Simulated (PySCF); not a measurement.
# Electronic absorption of [VO2Cl2]-

[VO2Cl2]- (charge -1 and singlet state).
SMILES: `[O]=[V-](=[O])([Cl])[Cl]`

Computed with PySCF, TDDFT wB97X-D/def2-SVPD, vertical, gas phase, core orbitals frozen in the response. Isolated species at its PBE0-D3(BJ)/def2-SVP geometry, gas phase.

Task: List the vertical singlet excitations with oscillator strengths and describe the spectrum.

Result: 

| state | E (eV) | E (kJ/mol) | λ (nm) | f | \|μ\| (D) | symmetry | main configurations (H = HOMO, L = LUMO) |
| --- | --- | --- | --- | --- | --- | --- | --- |
| S1 | 3.91 | 377 | 317.4 | 0.0023 | 0.39 | B1 or B2 | H→L (92%) |
| S2 | 4.44 | 428 | 279.2 | 0.0001 | 0.07 | – | H→L+2 (84%) |
| S3 | 4.56 | 440 | 272.2 | 0.0000 | 0.00 | – | H→L+1 (54%), H-2→L (34%) |
| S4 | 4.61 | 445 | 268.8 | 0.0000 | 0.01 | – | H-2→L (58%), H→L+1 (34%) |
| S5 | 4.78 | 461 | 259.2 | 0.045 | 1.57 | B1 or B2 | H-1→L (73%), H-5→L (12%) |
| S6 | 5.07 | 489 | 244.7 | 0.0038 | 0.44 | A1 | H-3→L (54%), H-6→L (16%) |
| S7 | 5.22 | 504 | 237.5 | 0.0001 | 0.05 | – | H-4→L (86%) |
| S8 | 5.50 | 530 | 225.5 | 0.0000 | 0.04 | – | H-2→L+1 (83%) |
| S9 | 5.54 | 535 | 223.6 | 0.0000 | 0.01 | – | H-3→L+2 (47%), H-6→L+2 (28%), H-7→L+2 (11%) |
| S10 | 5.59 | 540 | 221.7 | 0.0003 | 0.12 | – | H-1→L+1 (66%), H-2→L+2 (25%) |
| S11 | 5.63 | 544 | 220.1 | 0.0006 | 0.17 | – | H-1→L+2 (68%), H→L+4 (8%) |
| S12 | 5.64 | 545 | 219.6 | 0.0043 | 0.45 | B1 or B2 | H-3→L+1 (43%), H-6→L+1 (16%), H-5→L (12%) |
| S13 | 5.68 | 548 | 218.4 | 0.016 | 0.86 | B1 or B2 | H-5→L (31%), H-8→L (29%), H-1→L (16%) |
| S14 | 5.94 | 574 | 208.6 | 0.022 | 0.98 | A1 | H-6→L (36%), H-3→L (35%), H-2→L+2 (10%) |
| S15 | 5.97 | 576 | 207.6 | 0.011 | 0.69 | A1 | H-2→L+2 (45%), H-1→L+1 (18%), H-6→L (16%) |

Triplets (Tamm–Dancoff): T1 3.64 eV, H→L (91%); T2 4.13 eV, H→L+2 (83%), H-4→L+2 (9%); T3 4.33 eV, H→L+1 (64%), H-2→L (19%); T4 4.35 eV, H-3→L (21%), H-6→L (16%), H-9→L+2 (15%).

The lowest singlet comes at 317 nm (377 kJ/mol) in the ultraviolet; it is very weak; its leading configuration is HOMO→LUMO (92%). The most intense listed level is S5 at 4.78 eV (259 nm, f = 0.045), 0.88 eV above S1. For S1 the Löwdin share of vanadium is at most 2% in HOMO and 69% in LUMO (ligand-to-metal charge transfer by this measure); for S5 the Löwdin share of vanadium is at most 2% in HOMO-1 and 69% in LUMO. Weighted by f, the mean energy of these states is 5.32 eV. The listed states span 2.07 eV, and the widest gap between neighbours is 0.53 eV (S1 to S2). Orbital energies (eV): HOMO-3 -6.83, HOMO-2 -6.22, HOMO-1 -6.18, HOMO -5.92, LUMO 3.51, LUMO+1 4.27, LUMO+2 4.43. No detachment energy is given for this anion; states above it aren't bound, and a finite basis only mimics them. Symmetry labels in C2v follow from the direction of the transition dipole and are given only for states with f of 0.002 or more; B1 and B2 swap with the choice of axes. Only the lowest 15 singlets were computed, as vertical energies without vibronic structure.
